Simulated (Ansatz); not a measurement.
Total energies of `OC[O][GeH3]`.

```xyz
10

O     0.040   -0.563   -2.277
C     0.353   -0.528   -0.929
O    -0.348    0.514   -0.309
Ge   -0.195    0.730    1.455
H    -0.913   -0.672   -2.355
H     1.437   -0.366   -0.878
H     0.110   -1.486   -0.437
H    -1.110    1.913    1.775
H     1.277    1.023    1.801
H    -0.652   -0.565    2.155
```

The species carries charge 0 and has multiplicity 1. Correlated methods include outer-core shells of Ge, which these sets cover unevenly. Scalar relativity is left out up to krypton. Geometry: relaxed with PBE0-D4/def2-TZVP. It is one conformer, not always the lowest. Basis def2-TZVPP, Ansatz 0.2.0.

RPA on PBE orbitals: Hartree–Fock energy of these orbitals -2266.46938 Eh, correlation -1.44704 Eh (frozen core).

```tsv
functional	energy without D4 (Eh)	D4 term (kJ/mol)
LDA (SPW92)	-2264.61475	–
BLYP	-2269.24860	-34.4
r2SCAN	-2269.13661	-3.8
B3LYP	-2269.29786	-24.8
r2SCANh	-2269.11758	-4.0
r2SCAN0	-2269.09061	-4.4
BHLYP	-2269.12411	-18.2
CAM-B3LYP	-2269.29802	-13.0
LC-ωPBE	-2268.86614	–
ωB97M-V	-2269.05350	–
```

(1) Give the same for PBE, revPBE, B97M-V, PBE0, HSE06 (plane-wave form), ωB97X-V, B2PLYP, PBE-QIDH. (An estimate is asked.)

B3LYP takes the VWN-RPA correlation (the form of Gaussian; ORCA's B3LYP/G). HSE06 is the plane-wave form, built on full-range PBE exchange. The double hybrids freeze the cores in their second-order part.

## Answers

(1) Ansatz gave: 
```json
{"functional": "PBE", "energy without D4 (Eh)": "-2268.70997", "D4 term (kJ/mol)": "-15.4"}
{"functional": "revPBE", "energy without D4 (Eh)": "-2269.02001", "D4 term (kJ/mol)": "-50.7"}
{"functional": "B97M-V", "energy without D4 (Eh)": "-2268.81263", "D4 term (kJ/mol)": "–"}
{"functional": "PBE0", "energy without D4 (Eh)": "-2268.77167", "D4 term (kJ/mol)": "-12.9"}
{"functional": "HSE06 (plane-wave form)", "energy without D4 (Eh)": "-2268.76284", "D4 term (kJ/mol)": "-12.0"}
{"functional": "ωB97X-V", "energy without D4 (Eh)": "-2268.99388", "D4 term (kJ/mol)": "–"}
{"functional": "B2PLYP", "energy without D4 (Eh)": "-2268.74072", "D4 term (kJ/mol)": "–"}
{"functional": "PBE-QIDH", "energy without D4 (Eh)": "-2268.42137", "D4 term (kJ/mol)": "–"}
```

LC-ωPBE has ω = 0.4 bohr⁻¹.
